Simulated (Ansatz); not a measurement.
Coupled-cluster run, `[CH2]1[SiH2][GeH2]1`.

```yaml
crystal:
  periodic: [false, false, false]
  atoms:
    - {symbol: C, position_ang: [-0.726695, 0.082069, -0.693746]}
    - {symbol: Si, position_ang: [0.887506, 0.879513, -0.151414]}
    - {symbol: Ge, position_ang: [-0.040721, -0.948093, 0.885697]}
    - {symbol: H, position_ang: [-1.647521, 0.636631, -0.532938]}
    - {symbol: H, position_ang: [-0.737566, -0.453306, -1.639548]}
    - {symbol: H, position_ang: [0.802104, 2.227258, 0.458898]}
    - {symbol: H, position_ang: [2.050442, 0.731383, -1.057972]}
    - {symbol: H, position_ang: [0.399440, -2.377494, 0.568566]}
    - {symbol: H, position_ang: [-0.898388, -0.824261, 2.145258]}
basis:
  gaussian: {orbitals: def2-TZVPP}
correlation: {method: ccsd_t}
output: {orbitals: {seedname: orbitals}}
```

```sh
$ ansatz run in.yaml --threads 4 --pin off --events-out ev --progress --plain
```

Output of Ansatz, abridged:

```
Functional definition: HF
1200 factors; integrals over basis functions are off by at most 7.2e-4 eV
mean field evaluation 1: about -65457.7770 eV, gradient 2.9e1 eV
mean field evaluation 2: about -65457.9489 eV, gradient 3.0e1 eV
mean field evaluation 4: about -65460.5681 eV, gradient 3.3e0 eV
mean field evaluation 8: about -65460.6157 eV, gradient 2.0e-1 eV
mean field -65460.61587631 eV, -2405.6332626554 hartree, gradient 3.2e-6 eV, S^2 0.000000; 0 other end points of the search recorded, 0 dependent functions left out
15 core orbitals not correlated: weight in the atoms' cores, before any rotation towards them, 1.000 or more for the frozen orbitals, at most 0.000 for the correlated occupied ones
reference -65460.61587631 eV, -2405.6332626554 hartree; 14, 14 occupied and 176, 176 virtual orbitals, 1200 factors
second order -15.20639955 eV of doubles, -0.00000000 eV of singles
cycle   1  -15.59737234 eV  change   -3.9e-1 eV  update   9.6e-2
cycle   2  -16.13202206 eV  change   -5.3e-1 eV  update   2.9e-2
cycle   3  -16.18967563 eV  change   -5.8e-2 eV  update   1.3e-2
cycle   4  -16.18531557 eV  change    4.4e-3 eV  update   3.3e-3
cycle   5  -16.18485498 eV  change    4.6e-4 eV  update   1.2e-3
cycle   6  -16.18454767 eV  change    3.1e-4 eV  update   3.9e-4
cycle   7  -16.18453938 eV  change    8.3e-6 eV  update   1.3e-4
cycle   8  -16.18457643 eV  change   -3.7e-5 eV  update   4.3e-5
cycle   9  -16.18457941 eV  change   -3.0e-6 eV  update   1.3e-5
perturbative correction -0.65886886 eV, -0.0242129840 hartree
Total energy: -65477.45932458 eV, -2406.2522479625 hartree
```

Run time 81 s (4 threads of a server CPU on a shared host); peak host memory 2.5 GiB.

The correlation energy is -16.843 eV, 3.9 % of it from (T); the T1 diagnostic reads 0.0120.
